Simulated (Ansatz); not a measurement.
Geometry optimisation of C2H5AlOS (`O/C(S)=[CH]/[AlH2]`).

```yaml
crystal:
  periodic: [false, false, false]
  atoms:
    - {symbol: O, position_ang: [-1.803907, -0.215151, -1.194555]}
    - {symbol: C, position_ang: [-0.686673, -0.336707, -0.433568]}
    - {symbol: S, position_ang: [-0.220845, -2.040209, -0.240433]}
    - {symbol: C, position_ang: [-0.006072, 0.695282, 0.154664]}
    - {symbol: Al, position_ang: [1.643834, 0.634935, 1.148290]}
    - {symbol: H, position_ang: [-1.981649, 0.743026, -1.294199]}
    - {symbol: H, position_ang: [-1.008933, -2.479372, -1.262073]}
    - {symbol: H, position_ang: [-0.490470, 1.683560, 0.011761]}
    - {symbol: H, position_ang: [2.436789, -0.741770, 1.349603]}
    - {symbol: H, position_ang: [2.201026, 2.005204, 1.763510]}
basis:
  gaussian: {orbitals: def2-TZVP}
hamiltonian: {xc: pbe0, dispersion: d4}
relax: {f_tol: 0.005, max_steps: 150}
```

```sh
$ ansatz run in.yaml --threads 4 --pin off --events-out ev --progress --plain --max-ram 10444MiB
```

Shortened log:

```
Functional definition: PBE0
mean field -21624.30540012 eV, -794.6785659737 hartree, gradient 2.5e-5 eV, S^2 0.000000; 0 other end points of the search recorded, 0 dependent functions left out
relax step   1: F+E_penalty+E_count = -21624.50680874 eV  Δ(F+E_penalty+E_count) = +0.000e0 eV  max|allowed force component| = 6.811e-1 eV/Å  Δτ_max = 0.0000 Å  (29 SCF iters, accepted)
mean field -21624.34233580 eV, -794.6799233349 hartree, gradient 2.6e-5 eV, S^2 0.000000; 0 other end points of the search recorded, 0 dependent functions left out
relax step   2: F+E_penalty+E_count = -21624.54505618 eV  Δ(F+E_penalty+E_count) = -3.825e-2 eV  max|allowed force component| = 2.187e-1 eV/Å  Δτ_max = 0.0312 Å  (33 SCF iters, accepted)
mean field -21624.34608261 eV, -794.6800610278 hartree, gradient 2.6e-5 eV, S^2 0.000000; 0 other end points of the search recorded, 0 dependent functions left out
relax step   3: F+E_penalty+E_count = -21624.54926761 eV  Δ(F+E_penalty+E_count) = -4.211e-3 eV  max|allowed force component| = 1.209e-1 eV/Å  Δτ_max = 0.0211 Å  (33 SCF iters, accepted)
mean field -21624.34660980 eV, -794.6800804015 hartree, gradient 2.5e-5 eV, S^2 0.000000; 0 other end points of the search recorded, 0 dependent functions left out
relax step   4: F+E_penalty+E_count = -21624.54985266 eV  Δ(F+E_penalty+E_count) = -5.850e-4 eV  max|allowed force component| = 4.200e-2 eV/Å  Δτ_max = 0.0221 Å  (32 SCF iters, accepted)
mean field -21624.34694278 eV, -794.6800926382 hartree, gradient 2.6e-5 eV, S^2 0.000000; 0 other end points of the search recorded, 0 dependent functions left out
relax step   5: F+E_penalty+E_count = -21624.55015800 eV  Δ(F+E_penalty+E_count) = -3.053e-4 eV  max|allowed force component| = 1.705e-2 eV/Å  Δτ_max = 0.0057 Å  (33 SCF iters, accepted)
mean field -21624.34717475 eV, -794.6801011629 hartree, gradient 2.5e-5 eV, S^2 0.000000; 0 other end points of the search recorded, 0 dependent functions left out
relax step   6: F+E_penalty+E_count = -21624.55038688 eV  Δ(F+E_penalty+E_count) = -2.289e-4 eV  max|allowed force component| = 2.485e-2 eV/Å  Δτ_max = 0.0144 Å  (33 SCF iters, accepted)
mean field -21624.34724918 eV, -794.6801038983 hartree, gradient 2.6e-5 eV, S^2 0.000000; 0 other end points of the search recorded, 0 dependent functions left out
relax step   7: F+E_penalty+E_count = -21624.55054125 eV  Δ(F+E_penalty+E_count) = -1.544e-4 eV  max|allowed force component| = 5.189e-2 eV/Å  Δτ_max = 0.0324 Å  (31 SCF iters, accepted)
mean field -21624.34761024 eV, -794.6801171670 hartree, gradient 2.5e-5 eV, S^2 0.000000; 0 other end points of the search recorded, 0 dependent functions left out
relax step   8: F+E_penalty+E_count = -21624.55090285 eV  Δ(F+E_penalty+E_count) = -3.616e-4 eV  max|allowed force component| = 2.692e-2 eV/Å  Δτ_max = 0.0225 Å  (32 SCF iters, accepted)
mean field -21624.34771681 eV, -794.6801210836 hartree, gradient 2.5e-5 eV, S^2 0.000000; 0 other end points of the search recorded, 0 dependent functions left out
relax step   9: F+E_penalty+E_count = -21624.55101149 eV  Δ(F+E_penalty+E_count) = -1.086e-4 eV  max|allowed force component| = 3.081e-2 eV/Å  Δτ_max = 0.0129 Å  (31 SCF iters, accepted)
mean field -21624.34782500 eV, -794.6801250594 hartree, gradient 2.5e-5 eV, S^2 0.000000; 0 other end points of the search recorded, 0 dependent functions left out
relax step  10: F+E_penalty+E_count = -21624.55111350 eV  Δ(F+E_penalty+E_count) = -1.020e-4 eV  max|allowed force component| = 3.465e-2 eV/Å  Δτ_max = 0.0198 Å  (32 SCF iters, accepted)
mean field -21624.34785872 eV, -794.6801262986 hartree, gradient 2.5e-5 eV, S^2 0.000000; 0 other end points of the search recorded, 0 dependent functions left out
relax step  11: F+E_penalty+E_count = -21624.55115087 eV  Δ(F+E_penalty+E_count) = -3.737e-5 eV  max|allowed force component| = 4.297e-2 eV/Å  Δτ_max = 0.0178 Å  (32 SCF iters, accepted)
mean field -21624.34791908 eV, -794.6801285166 hartree, gradient 2.5e-5 eV, S^2 0.000000; 0 other end points of the search recorded, 0 dependent functions left out
relax step  12: F+E_penalty+E_count = -21624.55122011 eV  Δ(F+E_penalty+E_count) = -6.924e-5 eV  max|allowed force component| = 3.155e-2 eV/Å  Δτ_max = 0.0052 Å  (34 SCF iters, accepted)
mean field -21624.34798716 eV, -794.6801310186 hartree, gradient 2.5e-5 eV, S^2 0.000000; 0 other end points of the search recorded, 0 dependent functions left out
relax step  13: F+E_penalty+E_count = -21624.55128527 eV  Δ(F+E_penalty+E_count) = -6.516e-5 eV  max|allowed force component| = 7.596e-3 eV/Å  Δτ_max = 0.0107 Å  (33 SCF iters, accepted)
mean field -21624.34801179 eV, -794.6801319239 hartree, gradient 2.5e-5 eV, S^2 0.000000; 0 other end points of the search recorded, 0 dependent functions left out
relax step  14: F+E_penalty+E_count = -21624.55129879 eV  Δ(F+E_penalty+E_count) = -1.352e-5 eV  max|allowed force component| = 9.411e-3 eV/Å  Δτ_max = 0.0076 Å  (33 SCF iters, accepted)
mean field -21624.34802436 eV, -794.6801323858 hartree, gradient 2.5e-5 eV, S^2 0.000000; 0 other end points of the search recorded, 0 dependent functions left out
relax step  15: F+E_penalty+E_count = -21624.55131521 eV  Δ(F+E_penalty+E_count) = -1.642e-5 eV  max|allowed force component| = 1.008e-2 eV/Å  Δτ_max = 0.0129 Å  (32 SCF iters, accepted)
mean field -21624.34801847 eV, -794.6801321692 hartree, gradient 2.5e-5 eV, S^2 0.000000; 0 other end points of the search recorded, 0 dependent functions left out
relax step  16: F+E_penalty+E_count = -21624.55132118 eV  Δ(F+E_penalty+E_count) = -5.974e-6 eV  max|allowed force component| = 1.051e-2 eV/Å  Δτ_max = 0.0089 Å  (33 SCF iters, accepted)
mean field -21624.34802300 eV, -794.6801323356 hartree, gradient 2.5e-5 eV, S^2 0.000000; 0 other end points of the search recorded, 0 dependent functions left out
relax step  17: F+E_penalty+E_count = -21624.55132672 eV  Δ(F+E_penalty+E_count) = -5.543e-6 eV  max|allowed force component| = 5.122e-3 eV/Å  Δτ_max = 0.0005 Å  (34 SCF iters, accepted)
mean field -21624.34802585 eV, -794.6801324403 hartree, gradient 2.5e-5 eV, S^2 0.000000; 0 other end points of the search recorded, 0 dependent functions left out
relax step  18: F+E_penalty+E_count = -21624.55133000 eV  Δ(F+E_penalty+E_count) = -3.281e-6 eV  max|allowed force component| = 4.284e-4 eV/Å  Δτ_max = 0.0023 Å  (33 SCF iters, accepted)
mean field -21624.34802585 eV, -794.6801324403 hartree, gradient 2.5e-5 eV, S^2 0.000000; 1 other end points of the search recorded, 0 dependent functions left out
Total energy: -21624.55136425 eV, -794.6876049887 hartree
Atom 0 at    -1.769391    -0.216788    -1.194071 Å, force     0.000160    -0.000077     0.000081 eV/Å
Atom 1 at    -0.635542    -0.321483    -0.470549 Å, force    -0.000246     0.000222    -0.000279 eV/Å
Atom 2 at    -0.089004    -1.989093    -0.390075 Å, force     0.000428    -0.000024     0.000025 eV/Å
Atom 3 at     0.007959     0.702832     0.121354 Å, force     0.000202     0.000043     0.000217 eV/Å
Atom 4 at     1.616562     0.629598     1.155709 Å, force    -0.000178    -0.000065    -0.000076 eV/Å
Atom 5 at    -2.027802     0.712639    -1.210228 Å, force    -0.000343     0.000106    -0.000027 eV/Å
Atom 6 at    -1.091614    -2.469828    -1.140798 Å, force    -0.000118    -0.000168    -0.000022 eV/Å
Atom 7 at    -0.470298     1.674028    -0.026171 Å, force     0.000065     0.000120     0.000009 eV/Å
Atom 8 at     2.352900    -0.754556     1.399584 Å, force    -0.000006    -0.000057     0.000215 eV/Å
Atom 9 at     2.189329     1.981450     1.758245 Å, force     0.000036    -0.000100    -0.000142 eV/Å
Dipole moment:    -0.393229     0.157049    -0.233499 e Å
```

Run time 62 s (4 threads of an Arm Neoverse V1 on a shared host); peak host memory 0.53 GiB.
